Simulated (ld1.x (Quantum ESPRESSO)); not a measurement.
# Li: one change to a TM potential, before and after

lithium (Li), norm-conserving Troullier–Martins (Kleinman–Bylander form), made with ld1.x (Quantum ESPRESSO) 7.5 (LDA (PZ), non-relativistic). Core [He], reference 2s1 2p0. Waves: 2s (bound): rc 2.85 bohr; 2p (bound, empty): rc 4.20 bohr. Local part: all-electron potential smoothed inside 2.20 bohr (lloc = -2). Core correction: none.

All-electron outer shells of the reference configuration (LDA (PZ), non-relativistic, ld1.x):

| shell | level (eV) | outermost node (bohr) | outermost maximum (bohr) |
| --- | --- | --- | --- |
| 2s | -2.88 | 0.84 | 3.12 |
| 2p | -1.13 | – | 3.91 |

Change: local potential all-electron potential smoothed inside 3.44 bohr (lloc = -2).

Cutoffs: the cutoffs (Ry, on a coarse ladder) from which the occupation-weighted sum of valence levels, in a spherical-Bessel basis at the reference potential, stays within 10 and 1 mRy of its value at 400 Ry; they do not see the model core or the augmentation charge, which bear on the density cutoff. Errors are all-electron minus pseudo energies relative to the spin-unpolarised reference configuration.

**Question.** What does the change do?

**Answer.** Both files are so soft that the ladder of cutoffs tells neither apart; the errors of the 4 common tests hardly move; the range in which the s phases agree widens (upper end 0.6 → 2.6); neither file shows a bound ghost.

| quantity | base | changed |
| --- | --- | --- |
| cutoff, loose | 6 Ry | 6 Ry |
| cutoff, tight | 6 Ry | 6 Ry |
| bound ghosts | none | none |
| error for 2s0.5 2p0, meV [ΔE 2.04 eV] | +5.9 | +5.7 |
| error for 2s0 2p1, meV [ΔE 1.75 eV] | -0.7 | -0.7 |
| error for 2s1 2p0 (spin-polarised), meV [ΔE -0.23 eV] | +20 | +20 |
| error for 2s0.5 2p0 (spin-polarised), meV [ΔE 1.95 eV] | +16 | +16 |
| s: phases at 4.57 bohr within 0.05 rad from the reference energy up to (Ry; the scan ends near 5) | 0.6 | 2.6 |
| p: phases at 4.57 bohr within 0.05 rad from the reference energy up to (Ry; the scan ends near 5) | 0.7 | 0.6 |
